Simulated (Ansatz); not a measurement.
C$_{2}$H$_{7}$AlBFO (`[BH2][Al]([CH2]F)[O]C`) at its PBE0-D4/def2-TZVP geometry, where that method's forces vanish. Total charge 0; spin multiplicity 1.

| atom | x (Å) | y (Å) | z (Å) |
| --- | --- | --- | --- |
| B1 | -2.7011 | -0.2005 | -0.3322 |
| Al2 | -0.6192 | -0.0799 | 0.0724 |
| C3 | 0.1859 | -0.3962 | 1.8672 |
| F4 | 1.5804 | -0.2465 | 1.8379 |
| O5 | 0.3792 | 0.3092 | -1.2261 |
| C6 | 1.7396 | 0.5063 | -1.4840 |
| H7 | -3.2388 | -1.2171 | -0.6728 |
| H8 | -3.4372 | 0.7412 | -0.2305 |
| H9 | -0.2023 | 0.2969 | 2.6255 |
| H10 | -0.0276 | -1.4041 | 2.2478 |
| H11 | 1.9050 | 1.5202 | -1.8634 |
| H12 | 2.0799 | -0.1967 | -2.2517 |
| H13 | 2.3560 | 0.3670 | -0.5901 |

(1) For each bond, give half the difference of the two atoms' forces along it (eV/Å; positive pushes the atoms apart) under PBE-D4, r2SCAN-D4, B3LYP-D4, ωB97M-V in def2-TZVPP. (An estimate is asked.)

Results:

(1) Computed: 
```json
{"bond": "B1–Al2", "length (Å)": "2.124", "PBE-D4": "-0.19", "r2SCAN-D4": "-0.04", "B3LYP-D4": "-0.01", "ωB97M-V": "-0.01"}
{"bond": "B1–H7", "length (Å)": "1.199", "PBE-D4": "0.09", "r2SCAN-D4": "-0.01", "B3LYP-D4": "-0.09", "ωB97M-V": "-0.11"}
{"bond": "B1–H8", "length (Å)": "1.200", "PBE-D4": "0.09", "r2SCAN-D4": "-0.01", "B3LYP-D4": "-0.09", "ωB97M-V": "-0.11"}
{"bond": "Al2–C3", "length (Å)": "1.992", "PBE-D4": "-0.12", "r2SCAN-D4": "-0.08", "B3LYP-D4": "-0.03", "ωB97M-V": "-0.08"}
{"bond": "Al2–O5", "length (Å)": "1.684", "PBE-D4": "0.20", "r2SCAN-D4": "-0.06", "B3LYP-D4": "-0.04", "ωB97M-V": "-0.01"}
{"bond": "C3–F4", "length (Å)": "1.403", "PBE-D4": "0.48", "r2SCAN-D4": "0.38", "B3LYP-D4": "0.43", "ωB97M-V": "0.32"}
{"bond": "C3–H9", "length (Å)": "1.098", "PBE-D4": "0.09", "r2SCAN-D4": "-0.04", "B3LYP-D4": "-0.11", "ωB97M-V": "-0.10"}
{"bond": "C3–H10", "length (Å)": "1.098", "PBE-D4": "0.09", "r2SCAN-D4": "-0.04", "B3LYP-D4": "-0.11", "ωB97M-V": "-0.10"}
{"bond": "O5–C6", "length (Å)": "1.399", "PBE-D4": "0.22", "r2SCAN-D4": "0.29", "B3LYP-D4": "0.32", "ωB97M-V": "0.31"}
{"bond": "C6–H11", "length (Å)": "1.095", "PBE-D4": "0.08", "r2SCAN-D4": "-0.06", "B3LYP-D4": "-0.10", "ωB97M-V": "-0.13"}
{"bond": "C6–H12", "length (Å)": "1.095", "PBE-D4": "0.08", "r2SCAN-D4": "-0.06", "B3LYP-D4": "-0.10", "ωB97M-V": "-0.13"}
{"bond": "C6–H13", "length (Å)": "1.095", "PBE-D4": "0.07", "r2SCAN-D4": "-0.06", "B3LYP-D4": "-0.09", "ωB97M-V": "-0.11"}
```

B3LYP here is the variant with VWN-RPA as its local correlation; programs differ in this.
